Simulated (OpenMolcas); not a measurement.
Mo5+ (d1) among equal point charges was computed by CASSCF with the d shell active (OpenMolcas, ANO-RCC-VTZP on the metal). Its lowest spin-free states, and all those of the highest spin:

```tsv
2S+1	Degeneracy	E (cm-1)
2	3	0.0
2	2	5341
```

**Question.** Is the site octahedral, tetrahedral or cube-like, axial, or of lower symmetry?

**Answer.** The states with 2S+1 = 2 have orbital degeneracies 3, 2. Threefold states need a cubic site. For d1 at this spin an octahedron puts the threefold T2 below the twofold E and a tetrahedron or cube puts the twofold E below the threefold T2, so the site is octahedral. The first gap at this spin, 5340 cm-1, is |10Dq| in ligand-field theory. The run had Mo5+ among 6 point charges of -1.5 e arranged as an octahedron (Oh), 2.12 Å from the ion.

An orbital triplet at a regular site is open to Jahn-Teller coupling, which can distort the site and quench the lowest spin-orbit gaps and is left out. This field is weak: 10Dq is about 5341 cm-1, while octahedral complexes of 4d ions of charge 3 and more, computed by the same method with explicit ligands, had a median near 25000 cm-1. Ground spin and moment need not be those of a real site. This is an electrostatic model: the charges have no orbitals. No measured value stands beside these numbers.
